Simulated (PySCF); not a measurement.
## Substituent chemical shifts

Parent skeleton `[F:1][CH:2]1[CH2:3][CH:4]=[CH:5][CH2:6][CH2:7]1`; one hydrogen on atom 3 is replaced by X. Hydrogens on one atom are averaged.

Fast rotation and ring inversion assumed for equivalent nuclei, relativity neglected, gas phase, one conformer. Structure optimised with GFN2-xTB; σ from GIAO-PBE0/pcSseg-1; PySCF 2.14.0 with density-fitted response routines.

Referencing at the same level of theory: 19F (170.95 ppm) against CFCl3; 13C (186.93 ppm), 1H (31.72 ppm) vs TMS.

(1) Give δ (ppm) for X = CH2SiH3, ethynyl, CH2F, OSiH3, CH3, iPr, OCH3.

(2) Which position responds most, and to which substituents?

Answers

(1) 
```csv
X,SMILES,F1,C2,C3,C4,C5,C6,C7,H(C2),H(C3)
CH2SiH3,F[C@@H]1CCC=C[C@@H]1C[SiH3],-215.4,95.0,42.1,137.8,133.5,30.1,26.8,4.95,2.44
ethynyl,C#C[C@@H]1C=CCC[C@H]1F,-199.6,98.2,38.1,134.0,134.7,28.8,32.6,4.83,3.36
CH2F,FC[C@@H]1C=CCC[C@@H]1F,-238.7,90.8,45.3,132.5,135.0,24.2,31.0,5.00,2.50
OSiH3,F[C@@H]1CCC=C[C@H]1O[SiH3],-206.2,99.2,78.8,138.1,135.1,29.2,31.4,4.70,4.41
CH3,C[C@@H]1C=CCC[C@H]1F,-211.0,98.8,42.0,138.8,133.6,29.6,32.9,4.29,2.43
iPr,CC(C)[C@@H]1C=CCC[C@@H]1F,-234.5,95.1,48.3,132.4,135.5,24.0,32.2,4.98,1.96
OCH3,CO[C@@H]1C=CCC[C@H]1F,-199.5,100.4,84.9,136.9,135.7,28.6,32.1,4.79,4.07
```

(2) C3: from 38.1 ppm with ethynyl to 84.9 ppm with OCH3.

Unscaled 19F shifts against computed CFCl3 carry errors that often reach 10 to 50 ppm.
